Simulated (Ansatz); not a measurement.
Start from `[NH2][Al]([SH])[SH]` and change one atom or group to get `[NH2][Al]([F])[SH]`.

Ansatz, PBE0-D4/def2-TZVP geometries, multiplicity 1. Each molecule was computed in one conformer, which needn't be the lowest.

```tsv
property	`[NH2][Al]([SH])[SH]`
HOMO energy (ωB97M-V/def2-TZVPP) / eV	-9.64
ideal-gas entropy at 298 K and 1 bar (rigid rotor, harmonic PBE0-D4/def2-TZVP) / J/(mol·K)	365
HOMO energy (PBE0/def2-TZVPP) / eV	-7.46
size of the dipole moment (B3LYP/def2-TZVPP) / D	2.00
HOMO energy (B3LYP/def2-TZVPP) / eV	-7.19
LUMO energy (PBE0/def2-TZVPP) / eV	-0.26
```

Q: What does the change do to each property? (An estimate is asked.)

A: Ansatz gave: 
```json
{"property": "HOMO energy (ωB97M-V/def2-TZVPP) / eV", "`[NH2][Al]([F])[SH]`": "-9.82", "shift": "-0.18"}
{"property": "ideal-gas entropy at 298 K and 1 bar (rigid rotor, harmonic PBE0-D4/def2-TZVP) / J/(mol·K)", "`[NH2][Al]([F])[SH]`": "330", "shift": "-35"}
{"property": "HOMO energy (PBE0/def2-TZVPP) / eV", "`[NH2][Al]([F])[SH]`": "-7.58", "shift": "-0.12"}
{"property": "size of the dipole moment (B3LYP/def2-TZVPP) / D", "`[NH2][Al]([F])[SH]`": "1.55", "shift": "-0.45"}
{"property": "HOMO energy (B3LYP/def2-TZVPP) / eV", "`[NH2][Al]([F])[SH]`": "-7.32", "shift": "-0.13"}
{"property": "LUMO energy (PBE0/def2-TZVPP) / eV", "`[NH2][Al]([F])[SH]`": "-0.41", "shift": "-0.15"}
```

The zero-point energy changes by -17.4 kJ/mol with -3 modes. Dipoles are sizes alone; their direction can turn. Modes under 60 cm⁻¹, often nearly free rotors, make the harmonic entropy too high.

B3LYP here is the variant with VWN-RPA as its local correlation; programs differ in this.
